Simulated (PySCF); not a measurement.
AsFH4O2Si, SMILES O[Si](O)(F)[AsH2]. The structure is a stationary point at ωB97X-D3(BJ)/def2-SVP. The values are those of a single conformer.

Computed equilibrium geometry at ωB97X-D3(BJ)/def2-SVP (PySCF confirms it by a frequency run) as bond lengths and angles (one conformer of several):
Atoms: O1 Si2 O3 F4 As5 H6 H7 H8 H9. Bonds (Å): O1–Si2 1.644, O1–H6 0.964, Si2–O3 1.654, Si2–F4 1.629, Si2–As5 2.323, O3–H7 0.963, As5–H8 1.517, As5–H9 1.517. Bond angles (°): Si2–O1–H6 116.4, O1–Si2–O3 107.4, O1–Si2–F4 110.5, O1–Si2–As5 111.7, O3–Si2–F4 107.4, O3–Si2–As5 113.5, F4–Si2–As5 106.3, Si2–O3–H7 117.9, Si2–As5–H8 91.6, Si2–As5–H9 91.8, H8–As5–H9 93.2.
